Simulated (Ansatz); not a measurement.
Name a neutral molecule of F, N, O, V and H with size of the dipole moment (ωB97M-V/def2-TZVPP) between 2.85 and 3.15 D and HOMO energy (PBE/def2-TZVPP) between -6.55 and -6.25 eV (Ansatz, PBE0-D4/def2-TZVP geometry).

`[NH]=[V]([NH2])([OH])[F]` (3.05 D, -6.49 eV). Other molecules can fit too; these were computed, each in one conformer that needn't be the lowest.
